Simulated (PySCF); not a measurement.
**Working out the ionisation energy of F³⁺**

F³⁺ [He] 2s2 2p2 (3P) → F⁴⁺ [He] 2s2 2p1 (2P). Calculation: PySCF 2.14, in an uncontracted even-tempered set (17 s from 0.12 bohr⁻², ratio 2.5; 11 p from 0.16 bohr⁻², ratio 2.5; 6 d from 1.6 bohr⁻², ratio 2.7; 5 f from 2.3 bohr⁻², ratio 2.7); the non-relativistic Hamiltonian (point nucleus). Frozen: nothing; the 13 highest virtual orbitals dropped. Energies in hartree (1 hartree = 27.21139 eV):

| part | F³⁺ (lower) | F⁴⁺ (upper) |
| --- | --- | --- |
| UHF | -95.325759 | -92.131339 |
| MP2 opposite-spin | -0.123909 | -0.118916 |
| MP2 same-spin | -0.021150 | -0.009365 |

Q: What does Hartree-Fock give?

A: (-92.131339) − (-95.325759) = 3.194420 hartree = 86.925 eV.

Q: What do MP2 and SCS-MP2 (6/5 opposite-spin, 1/3 same-spin) give?

A: The opposite-spin parts differ by 0.136 eV and the same-spin parts by 0.321 eV. MP2: 86.925 + (0.136) + (0.321) = 87.382 eV. SCS-MP2: 86.925 + 1.2 × (0.136) + (0.321)/3 = 87.195 eV.

A first-order spin-orbit estimate adds -0.008 eV to MP2 (all electrons), giving 87.374 eV against 87.175 ± 0.017 eV (semi-empirical (NIST evaluation); NIST Atomic Spectra Database, ionization energies).

What remains against the reference includes basis incompleteness and correlation beyond second order.
